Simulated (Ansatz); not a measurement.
Gas-phase electronic energies from Ansatz, PBE0-D4/def2-TZVP geometries. CBS: MP2 limit from def2 TZ/QZ plus the TZ coupled-cluster correction, frozen cores. Functionals use def2-TZVPP. B3LYP here is the variant with VWN-RPA as its local correlation; programs differ in this. For Ge outer-core shells are correlated without core-valence functions, which leaves a few kJ/mol of doubt a bond. Scalar relativity is left out up to krypton. One conformer a species, not always the lowest.

`F[CH]([SiH3])[GeH3]` + `O[SiH2]F` → `F[SiH2][O][GeH3]` + `FC[SiH3]`  (ligand exchange at a Ge–C bond)

(1) Is it downhill or uphill in electronic energy at CCSD(T)/CBS, and by how much? (Estimate.)

(2) What do these levels give: PBE-D4, PBE0-D4, B3LYP-D4, r2SCAN, SCS-MP2/def2-TZVPP, HF/def2-QZVPP? (An estimate is asked.)

Largest T1 diagnostic among the species: 0.012.

## Answers

(1) Ansatz gave: Downhill: ΔE = -13.5 kcal/mol.

(2) The calculation gave: PBE-D4 -11.6, PBE0-D4 -12.9, B3LYP-D4 -14.8, r2SCAN -13.8, SCS-MP2/def2-TZVPP -16.1, HF/def2-QZVPP -21.5 kcal/mol.

From PBE to PBE0 (25 % exact exchange), in def2-TZVPP and without D4, ΔE moves by −1.3 kcal/mol. In def2-TZVPP, CCSD(T) changes the Hartree–Fock value by +6.5 kcal/mol (the triples alone add +0.8 kcal/mol) and MP2 by +6.5 kcal/mol. The D4 term adds +0.7 kcal/mol with B3LYP and +0.4 kcal/mol with PBE0; it sums over pairs of atoms, weighted by their polarisabilities, and B3LYP, whose exchange is more repulsive, gets the larger term.
